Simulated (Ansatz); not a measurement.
Program: Ansatz. Geometries: PBE0-D4/def2-TZVP. ΔE: electronic, gas phase. CCSD(T)/CBS is the MP2 limit (def2-TZVPP, def2-QZVPP) plus CCSD(T) − MP2 in def2-TZVPP, frozen cores. DFT in def2-TZVPP. For Br outer-core shells are correlated without core-valence functions, which leaves a few kJ/mol of doubt a bond. Scalar relativity is left out up to krypton. Each species was taken in one conformer, which may not be the lowest.

`[CH3][Al]([OH])[Br]` + `O[SiH3]` → `[CH3][Al]([OH])[O][SiH3]` + HBr  (ligand exchange at the Al–Br bond)

```json
{"species": "`[CH3][Al]([OH])[Br]`", "revPBE energy (Eh)": "-2932.20778"}
{"species": "`O[SiH3]`", "revPBE energy (Eh)": "-367.10867"}
{"species": "`[CH3][Al]([OH])[O][SiH3]`", "revPBE energy (Eh)": "-724.77182"}
{"species": "HBr", "revPBE energy (Eh)": "-2574.53871"}
```

**Question.** Work out ΔE.

**Answer.** ΔE = (-724.77182) + (-2574.53871) − (-2932.20778) − (-367.10867) = 0.00592 Eh = +3.7 kcal/mol. CCSD(T)/CBS gives +1.7 kcal/mol.

Largest T1 diagnostic among the species: 0.012.

At CCSD(T), def2-SVP lies −2.7 kcal/mol from the extrapolated value and def2-TZVPP −1.0 kcal/mol. Leaving LDA and LC-ωPBE aside and taking each functional with its dispersion term where it has one, the values, not all of them listed here, spread over 3.7 kcal/mol, from CAM-B3LYP-D4 to HSE06-D4. LDA lies −1.2 kcal/mol from PBE without D4.
